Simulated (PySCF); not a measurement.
**J couplings in SMILES [C@@H](C=C)(C)[SeH], C4H8Se**

Geometry:
```tsv
atom	x (Å)	y (Å)	z (Å)
C1	2.127	-0.281	-0.046
C2	0.905	0.108	-0.413
C3	-0.289	0.138	0.482
C4	-1.436	-0.723	-0.023
Se5	-0.870	2.008	0.790
H6	2.961	-0.285	-0.752
H7	2.340	-0.597	0.980
H8	0.726	0.419	-1.451
H9	0.006	-0.181	1.495
H10	-1.764	-0.397	-1.022
H11	-1.113	-1.775	-0.103
H12	-2.302	-0.669	0.652
H13	-1.296	2.222	-0.603
```

[PySCF 2.14.0: indirect couplings; PBE0/pcJ-1 (dyall-v2z on Se), gas phase, finite nuclei, PBE0-D3(BJ)/def2-SVP geometry]

Non-relativistic values:
```tsv
coupling	atoms	J (Hz)
1J(77Se,13C)	Se5 – C3	-57.9
1J(77Se,1H)	Se5 – H13	-13.2
2J(77Se,13C)	Se5 – C2	-4.0
2J(77Se,13C)	Se5 – C4	-1.8
2J(77Se,1H)	Se5 – H9	40.0
3J(77Se,1H)	Se5 – H8	3.9
3J(77Se,1H)	Se5 – H10/H11/H12	4.4
4J(77Se,1H)	Se5 – H6	-1.0
4J(77Se,1H)	Se5 – H7	-2.5
```

What do two-component X2C with spin–orbit coupling give?

Answers


| coupling | atoms | with spin–orbit (Hz) |
| --- | --- | --- |
| 1J(77Se,13C) | Se5 – C3 | -67.0 |
| 1J(77Se,1H) | Se5 – H13 | -51.7 |
| 2J(77Se,13C) | Se5 – C2 | -4.3 |
| 2J(77Se,13C) | Se5 – C4 | -3.0 |
| 2J(77Se,1H) | Se5 – H9 | 46.6 |
| 3J(77Se,1H) | Se5 – H8 | 3.7 |
| 3J(77Se,1H) | Se5 – H10/H11/H12 | 3.6 |
| 4J(77Se,1H) | Se5 – H6 | -0.7 |
| 4J(77Se,1H) | Se5 – H7 | -2.3 |

The largest listed coupling, 1J(77Se,13C), ends at 1.16 times its non-relativistic value. Equivalent partners are averaged, as under fast rotation. In the static structure 3J(77Se,1H) spreads over 3.8, 7.2, -0.1 Hz.
